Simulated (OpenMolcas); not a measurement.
**Nd IV: the spin-orbit constant, worked from levels**

```yaml
Program: OpenMolcas
Basis: ANO-R2 [8s7p4d3f1g]
Scalar_Hamiltonian: X2C, finite nucleus
Active_space: 3 electrons in 12 orbitals (RAS2 4f; RAS3 5d, at most 1 electron)
State_averaging: 2S+1 = 4 odd, 35 roots; 2S+1 = 2 odd, 112 roots (105 in the spin-orbit step); 2S+1 = 4 even, 105 roots (83 in the spin-orbit step); 2S+1 = 2 even, 124 roots kept (CI in the orbitals of an earlier block, 75 in the spin-orbit step)
Spin-orbit_coupling: RASSI with atomic mean-field integrals over the reference wave functions, term energies averaged over their components
```

Methods: RASSCF; SS-RASPT2, IPEA 0.25 Eh, imaginary shift 0.1 Eh (closed shells correlated: 5s 5p). Measured levels: the list in Arab et al., J. Quant. Spectrosc. Radiat. Transfer 229, 145 (2019) and Gaigalas et al. (2019), from Wyart et al. (2007).

**The spin-orbit constant.** For the Hund term 4I* of f3, E(J) = (A/2) J(J+1) + constant and ζ = 2S·A = 3A. From J = 9/2 to J = 15/2 the energy changes by 19.5 A.

```tsv
Source	E(15/2) - E(9/2)	A	ζ
RASSCF	6395.2	328.0	984
SS-RASPT2	6431.8	329.8	990
measured	5988.5	307.1	921
```

All in cm-1. SS-RASPT2 is off by +7.4 % and RASSCF by +6.8 %. Both methods take the spin-orbit matrix elements from the reference wave functions, so the second can move ζ only through the term energies and any multistate remixing. Second-order mixing with other terms is absorbed into this ζ.

Term energies are means over components that CASPT2 splits; among the terms shown or strongly mixed into the levels shown the widest spread is 170 cm-1 (4f3 4I*, SS-RASPT2). High states are left out of the spin-orbit mixing, which shifts the levels that they would mix with. Without dynamic correlation excited terms often stand tens of per cent too high (terms of higher spin than the ground term too low), and those without a measured partner can miss by more than the paired ones (holds for RASSCF). Each CASPT2 term energy is a mean over a sample of three components (holds for SS-RASPT2). Computed and measured levels are paired by configuration, term and J; levels that our copy of the source lacks, or whose pairing is in doubt (as where it misses far off the trend of its configuration), stay unpaired and out of the deviations. Only configurations of the active space appear.

* marks odd parity.
